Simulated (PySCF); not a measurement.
## Löwdin shares of the frontier orbitals

Species: C3H7F3N2OSi.
Cartesian coordinates in Å at the PBE0-D3(BJ)/def2-SVP level; atoms count from 1:
```xyz
17
C3H7F3N2OSi angstrom
N      2.9301    0.0763    0.1896
Si     1.3607   -0.3275    0.7393
N     -0.0004    0.2906   -0.2822
C     -0.0155    1.6446   -0.4439
O      0.8365    2.3704    0.0208
C     -1.0857   -0.5065   -0.7790
C     -2.1720   -0.7083    0.2591
F     -1.6870   -1.2984    1.3556
F     -2.7084    0.4555    0.6313
F     -3.1478   -1.4780   -0.2254
H      3.1780    1.0602    0.1695
H      3.3423   -0.4266   -0.5870
H      1.1379    0.1821    2.1136
H      1.1926   -1.8039    0.6360
H     -0.8687    2.0308   -1.0525
H     -1.5562   -0.0344   -1.6566
H     -0.7363   -1.5031   -1.0876
```

Method used: PySCF 2.14.0, density-fitted response routines, TDDFT PBE0/def2-SVPD, vertical, gas phase, core orbitals frozen in the response.

Frontier orbitals with the atoms that hold most of them (Löwdin shares over 4%, at most four atoms; ? is withheld):

| orbital | ε (eV) | atoms |
| --- | --- | --- |
| HOMO-3 | -9.86 | Si2 36%, H14 26%, H13 19%, N1 5% |
| HOMO-2 | -8.48 | O5 38%, N1 29%, C4 8%, N3 6% |
| HOMO-1 | -8.14 | ? |
| HOMO | ? | ? |
| LUMO | -0.39 | C4 33%, O5 23%, N3 14%, Si2 7% |
| LUMO+1 | 0.29 | Si2 24%, C6 11%, H17 10%, H12 9% |
| LUMO+2 | 0.71 | C7 12%, H16 8%, C6 7%, H12 7% |

**Question.** Give the leading atoms of the HOMO-1.

**Answer.** N3 (bonded to 2 C and Si) 38%; O5 (bonded to C) 29%; C4 (bonded to N, O and H) 8%; C6 (bonded to C, N and 2 H) 6%. By element: nitrogen 38% or more, oxygen 29%, carbon 14% or more.

**Question.** Give the leading atoms of the HOMO.

**Answer.** N1 (bonded to Si and 2 H) 41%; O5 (bonded to C) 26%; N3 (bonded to 2 C and Si) 8%; C4 (bonded to N, O and H) 6%. By element: nitrogen 49%, oxygen 26%, carbon 6% or more.

**Question.** What is the HOMO energy, and the HOMO–LUMO gap?

**Answer.** ε(HOMO) = -7.70 eV; the gap is 7.31 eV (0.2685 hartree).

**Question.** How does S1 compare with the orbital gap of 7.31 eV?

**Answer.** S1 is at 5.44 eV (f = 0.0037), 1.86 eV below the gap, made of HOMO→LUMO (66%), HOMO-2→LUMO (22%). 

Next come S2 at 6.52 eV (f 0.044), HOMO-2→LUMO (45%), HOMO→LUMO (30%), HOMO-1→LUMO (10%); S3 at 6.70 eV (f 0.071), HOMO-1→LUMO (68%), HOMO→LUMO+1 (18%); S4 at 6.92 eV (f 0.017), HOMO→LUMO+1 (59%), HOMO-2→LUMO (22%); S5 at 7.32 eV (f 0.022), HOMO-1→LUMO+1 (69%), HOMO→LUMO+2 (18%).

One conformer stands for the species.
